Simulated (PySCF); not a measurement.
# Radial density of Si (silicon, neutral)

MN15, [Ne] 3s2 3p2, high-spin 3P determinant. All numbers are calculated (PySCF 2.14, no relativity, point nucleus, in def2-TZVP (5s5p2d1f, 37 functions)).

| r (bohr) | 4πr²ρ (e/bohr) | 4πr²(ρα − ρβ) |
| --- | --- | --- |
| 0.00214 | 0.09550 | 0.0000 |
| 0.00360 | 0.2604 | 0.0000 |
| 0.00606 | 0.6856 | 0.0000 |
| 0.0102 | 1.731 | 0.0001 |
| 0.0171 | 4.028 | 0.0003 |
| 0.0288 | 8.241 | 0.0008 |
| 0.0485 | 13.53 | 0.0027 |
| 0.0815 | 15.69 | 0.0122 |
| 0.137 | 11.72 | 0.0473 |
| 0.231 | 10.24 | 0.1153 |
| 0.388 | 14.29 | 0.1222 |
| 0.653 | 9.064 | 0.0063 |
| 1.10 | 2.131 | 0.2215 |
| 1.85 | 1.881 | 0.7815 |
| 3.11 | 0.9215 | 0.5272 |
| 5.22 | 0.1051 | 0.0851 |
| 8.79 | 0.0005239 | 0.0005 |
